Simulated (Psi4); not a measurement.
C3H7O, charge +1, singlet, geometry from GFN2-xTB; CCSD(T)/STO-3G (Psi4 1.11).

Psi4 was given this input:
```
memory 2 GB

molecule {
1 1
  O    -0.12196456   -0.11943116    1.32799784
  C    -0.00798184   -0.01099008    0.06880575
  C     0.07373480    1.28361169   -0.60229975
  C     0.04849087   -1.25339967   -0.69585394
  H    -0.32280816    2.10426178   -0.00494255
  H     0.33273813   -2.09663446   -0.06823236
  H    -0.40234208    1.26246429   -1.58195675
  H     1.13051027    1.50223461   -0.79778580
  H     0.69259699   -1.16845430   -1.56935464
  H    -0.95587967   -1.46687807   -1.07995797
  H    -0.18456204    0.70312382    1.85433503
}

set basis sto-3g
set freeze_core true
set mp2_type conv
set scf_type pk
set puream true
set d_convergence 1e-8

energy('ccsd(t)')
print_variables()
```

The log (banner, timings and long lists left out):

```
   => Loading Basis Set <=

    Name: STO-3G
    Role: ORBITAL
    Keyword: BASIS

         ---------------------------------------------------------
                                   SCF
               by Justin Turney, Rob Parrish, Andy Simmonett
                          and Daniel G. A. Smith
                              RHF Reference
         ---------------------------------------------------------

  ==> Geometry <==

    Molecular point group: c1
    Full point group: C1

    Geometry (in Angstrom), charge = 1, multiplicity = 1:

       Center              X                  Y                   Z               Mass
    ------------   -----------------  -----------------  -----------------  -----------------
         O           -0.117098114773    -0.105325475255     1.273539859427    15.994914619570
         C           -0.003115394773     0.003115604745     0.014347769427    12.000000000000
         C            0.078601245227     1.297717374745    -0.656757730573    12.000000000000
         C            0.053357315227    -1.239293985255    -0.750311920573    12.000000000000
         H           -0.317941714773     2.118367464745    -0.059400530573     1.007825032230
         H            0.337604575227    -2.082528775255    -0.122690340573     1.007825032230
         H           -0.397475634773     1.276569974745    -1.636414730573     1.007825032230
         H            1.135376715227     1.516340294745    -0.852243780573     1.007825032230
         H            0.697463435227    -1.154348615255    -1.623812620573     1.007825032230
         H           -0.951013224773    -1.452772385255    -1.134415950573     1.007825032230
         H           -0.179695594773     0.717229504745     1.799877049427     1.007825032230

  Running in c1 symmetry.

  Rotational constants: A =      0.32447  B =      0.28710  C =      0.16115 [cm^-1]
  Rotational constants: A =   9727.39557  B =   8606.99395  C =   4831.10383 [MHz]
  Nuclear repulsion =  129.223828156490583

  Charge       = 1
  Multiplicity = 1
  Electrons    = 32
  Nalpha       = 16
  Nbeta        = 16

  ==> Algorithm <==

  SCF Algorithm Type is PK.
  DIIS enabled.
  MOM disabled.
  Fractional occupation disabled.
  Guess Type is SAD.
  Energy threshold   = 1.00e-08
  Density threshold  = 1.00e-08
  Integral threshold = 1.00e-12

  ==> Primary Basis <==

  Basis Set: STO-3G
    Blend: STO-3G
    Number of shells: 19
    Number of basis functions: 27
    Number of Cartesian functions: 27
    Spherical Harmonics?: true
    Max angular momentum: 1

  ==> Integral Setup <==

  Using in-core PK algorithm.
   Calculation information:
      Number of atoms:                  11
      Number of AO shells:              19
      Number of primitives:             57
      Number of atomic orbitals:        27
      Number of basis functions:        27

      Integral cutoff                 1.00e-12
      Number of threads:                 1

  Performing in-core PK
  Using 143262 doubles for integral storage.
  We computed 17572 shell quartets total.
  Whereas there are 18145 unique shell quartets.

  ==> DiskJK: Disk-Based J/K Matrices <==

    J tasked:                  Yes
    K tasked:                  Yes
    wK tasked:                  No
    Schwarz Cutoff:          1E-12

  Minimum eigenvalue in the overlap matrix is 2.0177741967E-01.
  Reciprocal condition number of the overlap matrix is 8.1883455752E-02.
    Using symmetric orthogonalization.

  ==> Pre-Iterations <==

  SCF Guess: Superposition of Atomic Densities via on-the-fly atomic UHF (no occupation information).

   -------------------------
    Irrep   Nso     Nmo
   -------------------------
     A         27      27
   -------------------------
    Total      27      27
   -------------------------

  ==> Iterations <==

                        Total Energy        Delta E     RMS |[F,P]|

   @RHF iter SAD:  -187.08012973595726   -1.87080e+02   0.00000e+00
[...]
  @RHF Final Energy:  -189.92444478408666
    Total Energy =                       -189.9244447840866599
[...]
     4        -0.260221832788884    4.587e-03    0.017820    0.085056    0.085056    0.165324
     5        -0.260187409155373    1.187e-03    0.018051    0.086248    0.086248    0.166078
     6        -0.260159850765722    3.541e-04    0.018093    0.086486    0.086486    0.166162
     7        -0.260154387303551    1.045e-04    0.018098    0.086516    0.086516    0.166172
     8        -0.260155678639126    2.660e-05    0.018100    0.086528    0.086528    0.166177
     9        -0.260156007572176    6.606e-06    0.018101    0.086530    0.086530    0.166177
    10        -0.260155949440614    2.493e-06    0.018101    0.086530    0.086530    0.166176
    11        -0.260155972640022    6.923e-07    0.018101    0.086530    0.086530    0.166176
    12        -0.260155985400370    2.640e-07    0.018101    0.086530    0.086530    0.166176
    13        -0.260156007890316    1.255e-07    0.018101    0.086530    0.086530    0.166176
    14        -0.260156006100903    5.407e-08    0.018101    0.086530    0.086530    0.166176

    Iterations converged.

    Largest TIA Amplitudes:
              6   0        -0.0621600780
             10   0         0.0554148619
              8   0         0.0190043294
              9   0        -0.0096811953
             11   9         0.0080336783
              6   6         0.0077691813
             11   1         0.0060380469
              5   0         0.0056493146
              7   1         0.0048402799
              4   1         0.0047838279

    Largest TIjAb Amplitudes:
      6   6   0   0        -0.0770522937
     10  10   0   0        -0.0589978887
      6  10   0   0         0.0492347176
     10   6   0   0         0.0492347176
      8   8   4   4        -0.0317808535
      3   3   1   1        -0.0306820428
      8   8   6   6        -0.0275239024
     10  10   6   6        -0.0248775160
     11  11   3   3        -0.0239068241
      7   7   2   2        -0.0227081129

    SCF energy       (wfn)                    = -189.924444784086660
    Reference energy (file100)                = -189.924444784086745

    Opposite-spin MP2 correlation energy      =   -0.174752412783899
    Same-spin MP2 correlation energy          =   -0.030664309632221
    Singles MP2 correlation energy            =   -0.000000000000000
    MP2 correlation energy                    =   -0.205416722416120
      * MP2 total energy                      = -190.129861506502863

    Opposite-spin CCSD correlation energy     =   -0.232430916859934
    Same-spin CCSD correlation energy         =   -0.027725089240969
    Singles CCSD correlation energy           =    0.000000000000000
    CCSD correlation energy                   =   -0.260156006100903
      * CCSD total energy                     = -190.184600790187659

            **************************
            *                        *
            *        CCTRIPLES       *
            *                        *
            **************************

    Wave function   =    CCSD_T
    Reference wfn   =      RHF

    Nuclear Rep. energy (wfn)                =  129.223828156490583
    SCF energy          (wfn)                = -189.924444784086660
    Reference energy    (file100)            = -189.924444784086745
    CCSD energy         (file100)            =   -0.260156006100903
    Total CCSD energy   (file100)            = -190.184600790187659

    Number of ijk index combinations:              364
    Approx. words needed per explicit thread:            5324
    Number of threads for explicit ijk threading:    1

    MKL num_threads set to 1 for explicit threading.

    (T) energy                                =   -0.005473199790344
      * CCSD(T) total energy                  = -190.190073989978004

  Variable Map:
  ----------------------------------------------------------------------------
[...]
  Array Variable Map:
  ----------------------------------------------------------------------------
[...]
[...]
```
